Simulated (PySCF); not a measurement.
# S (sulfur, neutral): LDA calculation

Configuration: [Ne] 3s1 3p5, high-spin 3P determinant (an excited configuration). Computed with PySCF 2.14 in dyall-av2z, with the non-relativistic Hamiltonian (point nucleus).

```json
{
 "Total energy": "-396.3670 hartree",
 "One-electron energy": "-548.2742 hartree",
 "Hartree (Coulomb) energy": "176.0537 hartree",
 "Exchange-correlation energy": "-24.1466 hartree",
 "Kinetic energy": "395.52704 hartree",
 "⟨S²⟩": "2.0052",
 "⟨L²⟩": "2.009",
 "Sum of ⟨r⟩": "15.71 bohr",
 "Sum of ⟨r²⟩": "30.47 bohr²",
 "Traceless quadrupole moment −½Σ⟨3z² − r²⟩ along its main axis": "2.13 e·bohr²",
 "Density at the nucleus (Gaussians lack the cusp)": "2590 bohr⁻³",
 "Spin density at the nucleus": "9.36 bohr⁻³",
 "Langevin diamagnetic susceptibility": "-24.1 ×10⁻⁶ cm³/mol"
}
```

| shell | electrons | mean orbital energy (hartree) | spread (hartree) | rms radius, mean of both spins (bohr) |
| --- | --- | --- | --- | --- |
| 1s α | 1 | -87.84690 | 0 | 0.113 |
| 1s β | 1 | -87.83173 | 0 | 0.113 |
| 2s α | 1 | -7.75777 | 0 | 0.527 |
| 2s β | 1 | -7.74040 | 0 | 0.527 |
| 2p α | 3 | -5.80939 | 0.02022 | 0.496 |
| 2p β | 3 | -5.79020 | 0.01071 | 0.496 |
| 3s α | 1 | -0.69050 | 0 | 1.80 |
| 3p α | 3 | -0.30959 | 0.04272 | 2.24 |
| 3p β | 2 | -0.24582 | 0 | 2.24 |
